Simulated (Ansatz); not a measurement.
## How methods differ on BH2Br (SMILES [H]B([H])Br)

The species is BH2Br (4 atoms), meant as a singlet with charge 0. SMILES: `[H]B([H])Br`. The coordinates come from a GFN2-xTB relaxation.

| atom | x (Å) | y (Å) | z (Å) |
| --- | --- | --- | --- |
| B | 0.0910 | 0.1509 | -0.0004 |
| H | 1.2598 | 0.1091 | 0.0153 |
| H | -0.4901 | 1.1658 | -0.0191 |
| Br | -0.8607 | -1.4257 | 0.0043 |

Each level gives the energy change with the B1–H2 bond stretched from 1.170 to 2.924 Å (eV). The values are calculated.

```json
{"level": "BLYP/STO-3G (restricted)", "kind": "GGA", "program": "Ansatz", "value (eV)": "6.62", "less FCI/STO-3G": "+1.25", "CPU time (all runs)": "2.2 s"}
{"level": "PBE/STO-3G (restricted)", "kind": "GGA", "program": "Ansatz", "value (eV)": "6.81", "less FCI/STO-3G": "+1.44", "CPU time (all runs)": "2.2 s"}
{"level": "r2SCAN/STO-3G (restricted)", "kind": "meta-GGA", "program": "Ansatz", "value (eV)": "7.24", "less FCI/STO-3G": "+1.87", "CPU time (all runs)": "5.9 s"}
{"level": "B3LYP/STO-3G (restricted)", "kind": "global hybrid", "program": "Ansatz", "value (eV)": "7.36", "less FCI/STO-3G": "+1.99", "CPU time (all runs)": "2.4 s"}
{"level": "wB97X/STO-3G (restricted)", "kind": "range-separated hybrid", "program": "Ansatz", "value (eV)": "8.29", "less FCI/STO-3G": "+2.92", "CPU time (all runs)": "9.2 s"}
{"level": "RPA@PBE/STO-3G (restricted)", "kind": "RPA", "program": "Ansatz", "value (eV)": "6.31", "less FCI/STO-3G": "+0.94", "CPU time (all runs)": "3.3 s"}
{"level": "MP2/STO-3G (restricted)", "kind": "perturbation theory", "program": "Ansatz", "value (eV)": "7.05", "less FCI/STO-3G": "+1.68", "CPU time (all runs)": "0.4 s"}
{"level": "CCSDT/STO-3G (restricted)", "kind": "coupled cluster or CI", "program": "Ansatz", "value (eV)": "5.38", "less FCI/STO-3G": "+0.01", "CPU time (all runs)": "1.2 s"}
{"level": "CCSDTQ/STO-3G (restricted)", "kind": "coupled cluster or CI", "program": "Ansatz", "value (eV)": "5.37", "less FCI/STO-3G": "0.00", "CPU time (all runs)": "34 s"}
{"level": "FCI/STO-3G", "kind": "exact in the basis", "program": "Ansatz", "value (eV)": "5.37", "less FCI/STO-3G": "0.00", "CPU time (all runs)": "12 s"}
```

FCI/STO-3G is exact within its basis and frozen core, so for wave-function methods in that basis the difference is their error; functionals converge differently with the basis, so for them it is only a difference. All-electron rows without a relativistic Hamiltonian named are non-relativistic. The first shape isn't each level's own minimum. The values span 5.37 to 8.29 eV. All rows use very small basis sets, so even the best lies far from the true value. In the correlated wave-function rows the outer d shell of Br is correlated, in sets not made for it. CPU times are rough (shared hosts, several kinds of processor): they show what a rung costs within a factor of a few.
